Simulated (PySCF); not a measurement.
# Radial density of Te(2+) (tellurium, charge +2)

UHF, [Kr] 4d10 5s2 5p2, high-spin 3P determinant. Computed with PySCF 2.14 in def2-SVP with the def2 core potential (28 electrons), with scalar relativity through the core potential. This is the valence pseudo-density: the core potential removes the inner electrons and smooths the orbitals near the nucleus.

```
r (bohr)  4πr²ρ (e/bohr)  4πr²(ρα − ρβ)
 0.00284       1.376e-05         0.0000
 0.00478       3.862e-05         0.0000
 0.00804       0.0001067         0.0000
  0.0135       0.0002828         0.0000
  0.0227       0.0006688         0.0000
  0.0383        0.001205         0.0000
  0.0644        0.001694         0.0000
   0.108        0.007866         0.0001
   0.182         0.08922         0.0008
   0.306           1.367         0.0139
   0.515           14.82         0.1756
   0.866           23.40         0.0244
    1.46           5.968         0.5926
    2.45           1.899         0.9919
    4.12          0.1419         0.1082
    6.94        0.001312         0.0012
```

Energies and moments cover only the electrons outside the core potential.
